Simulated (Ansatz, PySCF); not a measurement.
This Ansatz (an electronic-structure program) input computes a CCSD(T)/cc-pVDZ energy:

Ansatz 0.2 input:
```yaml
crystal:
  periodic: [false, false, false]
  atoms:
    - {symbol: O, position_ang: [-0.00000000, -0.00000000, -1.91661473]}
    - {symbol: B, position_ang: [-0.00000000, -0.00000000, -0.70071918]}
    - {symbol: B, position_ang: [0.00000000, 0.00000000, 0.93800571]}
    - {symbol: O, position_ang: [0.00000000, 0.00000000, 2.12915888]}
    - {symbol: H, position_ang: [-0.00000000, -0.00000000, -2.88678583]}
basis:
  gaussian:
    orbitals: cc-pVDZ
total_charge: 1
magnetization: {spin_polarized: false}
correlation: {method: ccsd_t, electrons: outside_noble_gas}
```

Write an input for the same energy in PySCF and say what it gives.


```python
from pyscf import gto, scf, mp, cc as ccmod

mol = gto.M(
    atom='''
    O    -0.00000000   -0.00000000   -1.91661473
    B    -0.00000000   -0.00000000   -0.70071918
    B     0.00000000    0.00000000    0.93800571
    O     0.00000000    0.00000000    2.12915888
    H    -0.00000000   -0.00000000   -2.88678583
    ''',
    basis='cc-pvdz',
    charge=1,
    spin=0,
    verbose=4,
)

mf = scf.RHF(mol)
mf.conv_tol = 1e-10
mf.max_cycle = 100
mf.kernel()
mp2 = mp.MP2(mf, frozen=4).run()
cc = ccmod.CCSD(mf, frozen=4)
cc.max_cycle = 100
cc.kernel()
et = cc.ccsd_t()
print(f'E(CCSD(T)) = {cc.e_tot + et:.9f}')
```
It gives -199.99435 Eh, and Ansatz -199.99435 Eh, a difference of 0.00 mEh.

It need not be the lowest isomer of its formula.
